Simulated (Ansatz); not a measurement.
The same ligand exchange along the group F, Cl, Br.

Program: Ansatz. Geometries: PBE0-D4/def2-TZVP. ΔE: electronic, gas phase. CBS: MP2 limit from def2 TZ/QZ plus the TZ coupled-cluster correction, frozen cores. This one scheme is used for every species. Functionals use def2-TZVPP. For Br outer-core shells are correlated without core-valence functions, which leaves a few kJ/mol of doubt a bond. Scalar relativity is left out up to krypton. One conformer a species, not always the lowest.

```
                                                     reaction  ωB97X-V (kJ/mol)  CCSD(T)/CBS(def2) (kJ/mol)
  `O[SiH2][SiH2]F` + `N[SiH3]` → `F[SiH2]N[SiH3]` + `O[SiH3]`               -94                         -99
`O[SiH2][SiH2]Cl` + `N[SiH3]` → `[SiH3]N[SiH2]Cl` + `O[SiH3]`               -77                         -81
`O[SiH2][SiH2]Br` + `N[SiH3]` → `[SiH3]N[SiH2]Br` + `O[SiH3]`               -71                         -75
```

Largest T1 diagnostic: 0.012, for `O[SiH2][SiH2]F`.
